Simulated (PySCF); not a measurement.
C2H, charge -1, singlet, geometry from GFN2-xTB (in this run its highest filled SCF level lies above zero, so its values depend strongly on the basis, on diffuse functions most of all); PBE/aug-cc-pVDZ, TDA (PySCF).

Here is a job for PySCF.
```python
from pyscf import gto, scf, dft, tdscf

mol = gto.M(
    atom='''
C    -0.00000000   -0.00000000   -0.47996454
C     0.00000000    0.00000000    0.74605881
H    -0.00000000   -0.00000000   -1.59656562
''',
    basis='aug-cc-pvdz',
    charge=-1,
    verbose=4,
)

mf = dft.RKS(mol)
mf.xc = 'pbe'
mf.kernel()
td = mf.TDA()
td.nstates = 5
td.kernel(x0=td.get_init_guess(mf, 13), nstates=5)
td.analyze()
```

The log (banner, timings and long lists left out):

```
PySCF version 2.14.0

[INPUT] verbose = 4
[INPUT] num. atoms = 3
[INPUT] num. electrons = 14
[INPUT] charge = -1
[INPUT] spin (= nelec alpha-beta = 2S) = 0
[INPUT] symmetry False subgroup None
[INPUT] Mole.unit = angstrom
[INPUT] Symbol           X                Y                Z      unit          X                Y                Z       unit  Magmom
[INPUT]  1 C      0.000000000000   0.000000000000  -0.479964540000 AA    0.000000000000   0.000000000000  -0.907001530103 Bohr   0.0
[INPUT]  2 C      0.000000000000   0.000000000000   0.746058810000 AA    0.000000000000   0.000000000000   1.409846823719 Bohr   0.0
[INPUT]  3 H      0.000000000000   0.000000000000  -1.596565620000 AA    0.000000000000   0.000000000000  -3.017071761696 Bohr   0.0

nuclear repulsion = 19.7372015372255
number of shells = 21
number of NR pGTOs = 81
number of NR cGTOs = 55
basis = aug-cc-pvdz
ecp = {}

******** <class 'pyscf.dft.rks.RKS'> ********
method = RKS
initial guess = minao
damping factor = 0
level_shift factor = 0
DIIS = <class 'pyscf.scf.diis.CDIIS'>
diis_start_cycle = 1
diis_space = 8
diis_damp = 0
SCF conv_tol = 1e-09
SCF conv_tol_grad = None
SCF max_cycles = 50
direct_scf = True
direct_scf_tol = 1e-13
XC library pyscf.dft.libxc version 7.1.2
    S. Lehtola, C. Steigemann, M. J. T. Oliveira, and M. A. L. Marques,  SoftwareX 7, 1–5 (2018)
XC functionals = pbe
    J. P. Perdew, K. Burke, and M. Ernzerhof,  Phys. Rev. Lett. 77, 3865 (1996)
    J. P. Perdew, K. Burke, and M. Ernzerhof,  Phys. Rev. Lett. 78, 1396 (1997)
    J. P. Perdew, K. Burke, and M. Ernzerhof,  Phys. Rev. Lett. 77, 3865 (1996)
    J. P. Perdew, K. Burke, and M. Ernzerhof,  Phys. Rev. Lett. 78, 1396 (1997)
radial grids:
    Treutler-Ahlrichs [JCP 102, 346 (1995); DOI:10.1063/1.469408] (M4) radial grids

becke partition: Becke, JCP 88, 2547 (1988); DOI:10.1063/1.454033
pruning grids: <function nwchem_prune>
grids dens level: 3
symmetrized grids: False
atomic radii adjust function: <function treutler_atomic_radii_adjust>
small_rho_cutoff = 0
Set gradient conv threshold to 3.16228e-05
Initial guess from minao.
tot grids = 38048
init E= -76.6315651384015
  HOMO = -0.311040079722383  LUMO = -0.0435607064014718  gap/eV = 7.27848
cycle= 1 E= -76.4943673586607  delta_E= 0.137  |g|= 0.564  |ddm|= 2.91
  HOMO = 0.134741189942567  LUMO = 0.171236943418963  gap/eV = 0.99310
cycle= 2 E= -74.4111834257023  delta_E= 2.08  |g|=  1.9  |ddm|= 51.8
  HOMO = -0.0353093324898253  LUMO = 0.125377439809232  gap/eV = 4.37251
cycle= 3 E= -76.5830561959295  delta_E= -2.17  |g|= 0.345  |ddm|= 51.8
  HOMO = -0.00776737355990775  LUMO = 0.119257664799033  gap/eV = 3.45653
cycle= 4 E= -76.5986395764486  delta_E= -0.0156  |g|= 0.287  |ddm|= 0.634
  HOMO = 0.0162106650415654  LUMO = 0.118905005696131  gap/eV = 2.79446
cycle= 5 E= -76.6207793437019  delta_E= -0.0221  |g|= 0.0203  |ddm|= 0.598
  HOMO = 0.0142761156262519  LUMO = 0.116743032712088  gap/eV = 2.78827
cycle= 6 E= -76.6208671630988  delta_E= -8.78e-05  |g|= 0.00699  |ddm|= 0.0642
  HOMO = 0.0153157588575703  LUMO = 0.11627400488053  gap/eV = 2.74721
cycle= 7 E= -76.6208820375024  delta_E= -1.49e-05  |g|= 0.00148  |ddm|= 0.025
  HOMO = 0.0153299624343579  LUMO = 0.116161754005615  gap/eV = 2.74377
cycle= 8 E= -76.6208827128042  delta_E= -6.75e-07  |g|= 0.000254  |ddm|= 0.00318
  HOMO = 0.0153881834165395  LUMO = 0.116161430589963  gap/eV = 2.74218
cycle= 9 E= -76.6208827386932  delta_E= -2.59e-08  |g|= 1.92e-05  |ddm|= 0.00112
  HOMO = 0.0153938621344416  LUMO = 0.116162261036576  gap/eV = 2.74205
cycle= 10 E= -76.620882738831  delta_E= -1.38e-10  |g|= 2.11e-06  |ddm|= 6.84e-05
  HOMO = 0.0153927608616478  LUMO = 0.116162564216508  gap/eV = 2.74209
Extra cycle  E= -76.6208827388208  delta_E= 1.02e-11  |g|= 6.12e-06  |ddm|= 3e-05
converged SCF energy = -76.6208827388208

******** <class 'pyscf.tdscf.rks.TDA'> for <class 'pyscf.dft.rks.RKS'> ********
nstates = 5 singlet
deg_eia_thresh = 1.000e-03
wfnsym = None
conv_tol = 1e-05
eigh lindep = 1e-12
eigh level_shift = 0
eigh max_cycle = 100

Excitation energies (eV)
[2.79652415 3.12955557 3.12955557 4.13314528 4.41324003]

** Singlet excitation energies and oscillator strengths **
Excited State   1:      2.79652 eV    443.35 nm  f=0.0221
       7 -> 8        -0.70005
Excited State   2:      3.12956 eV    396.17 nm  f=0.0262
       5 -> 8        -0.24531
       6 -> 8         0.66311
Excited State   3:      3.12956 eV    396.17 nm  f=0.0262
       5 -> 8        -0.66311
       6 -> 8        -0.24531
Excited State   4:      4.13315 eV    299.98 nm  f=0.1383
       7 -> 9         0.69207
Excited State   5:      4.41324 eV    280.94 nm  f=0.0191
       5 -> 9         0.66259
       6 -> 9         0.23704

** Transition electric dipole moments (AU) **
state          X           Y           Z        Dip. S.      Osc.
  1        -0.0000     -0.0000      0.5682      0.3228      0.0221
  2        -0.3286      0.4830     -0.0000      0.3412      0.0262
  3        -0.4830     -0.3286      0.0000      0.3412      0.0262
  4        -0.0000     -0.0000     -1.1686      1.3656      0.1383
  5        -0.3499     -0.2326      0.0000      0.1765      0.0191

** Transition velocity dipole moments (imaginary part, AU) **
state          X           Y           Z        Dip. S.      Osc.
  1        -0.0000     -0.0000      0.0233      0.0005      0.0035
  2        -0.0390      0.0573     -0.0000      0.0048      0.0278
  3        -0.0573     -0.0390     -0.0000      0.0048      0.0278
  4        -0.0000     -0.0000     -0.1870      0.0350      0.1534
  5        -0.0423     -0.0281      0.0000      0.0026      0.0106

** Transition magnetic dipole moments (imaginary part, AU) **
state          X           Y           Z
  1        -0.0000      0.0000     -0.0000
  2         0.0741      0.0504      0.0000
  3        -0.0504      0.0741      0.0000
  4         0.0000      0.0000     -0.0000
  5        -0.0395      0.0595      0.0000
```
